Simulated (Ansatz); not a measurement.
A nudged elastic band was laid between two geometries of CH7BNP (11 atoms, charge 0, multiplicity 1).

These are results of Ansatz 0.2.0, RKS PBE0/cc-pVDZ, not measurements.

```
movable images  : 9
climbing image  : yes
spring          : 5.0 eV/Å²
optimiser       : quadratic models (default)
start path      : IDPP
force threshold : 0.03 eV/Å
iteration limit : 60
end points      : relaxed
```

First end point:

```xyz
11
Properties=species:S:1:pos:R:3
C -1.027 1.183 0.020
B 0.490 0.907 0.279
P 1.398 -0.629 -0.292
N 0.363 -2.022 -0.352
H -1.162 2.108 -0.569
H -1.515 1.391 0.991
H -1.577 0.367 -0.473
H 1.199 1.765 0.757
H 2.251 -0.912 0.815
H 0.159 -2.290 -1.311
H -0.514 -1.926 0.155
```

Last end point:

```xyz
11
Properties=species:S:1:pos:R:3
C -1.028 1.182 0.022
B 0.490 0.906 0.279
P 1.399 -0.628 -0.295
N 0.365 -2.022 -0.354
H -1.163 2.105 -0.568
H -1.515 1.392 0.993
H -1.578 0.365 -0.469
H 1.198 1.764 0.760
H 2.251 -0.910 0.815
H -0.513 -1.924 0.151
H 0.161 -2.288 -1.314
```

(1) What changes between the two ends?

(2) Give the energies along the band, and the barrier.

(3) What is the geometry of the highest image?

The band took 19 iterations and of the order of 10 core-minutes.

## Answers

(1) No bond is made or broken. The height of N4 over the plane of its neighbours goes from -0.35 to 0.35 Å. The two ends are copies of one structure, up to a mirror image or an exchange of like atoms.

(2) It converged. The highest image is number 5 of 0 to 10, 4.4 kcal/mol above the ends, which have the same energy within 2 meV. Beside the main top the profile has a ripple of under 15 meV (maxima at images 1, 5), which may be a very shallow well or noise. A vibrational analysis at the climbing image gives one clearly imaginary mode, 177i cm⁻¹: a first-order saddle point.

| image | path coordinate (Å) | energy (kcal/mol) | height of N4 over the plane of its neighbours (Å) |
| --- | --- | --- | --- |
| 0 | 0.00 | 0.0 | -0.35 |
| 1 | 0.71 | 0.3 | -0.34 |
| 2 | 1.42 | 0.0 | 0.30 |
| 3 | 2.13 | 0.2 | 0.35 |
| 4 | 2.84 | 3.2 | 0.42 |
| 5 | 3.55 | 4.4 | 0.47 |
| 6 | 4.03 | 4.0 | 0.46 |
| 7 | 4.52 | 2.9 | 0.42 |
| 8 | 5.01 | 1.3 | 0.38 |
| 9 | 5.49 | 0.3 | 0.36 |
| 10 | 5.98 | 0.0 | 0.35 |

(3) 
```xyz
11
Properties=species:S:1:pos:R:3
C -0.879 1.329 -0.237
B 0.548 0.935 0.255
P 1.297 -0.790 0.027
N -0.105 -1.891 -0.039
H -0.779 1.750 -1.258
H -1.324 2.134 0.370
H -1.575 0.478 -0.295
H 1.329 1.766 0.665
H 1.688 -0.988 1.387
H -0.373 -1.949 -1.025
H 0.239 -2.831 0.171
```

Run time: 5 min on 2 threads of Arm Neoverse V2, with other jobs on the host, peak memory 0.19 GiB.
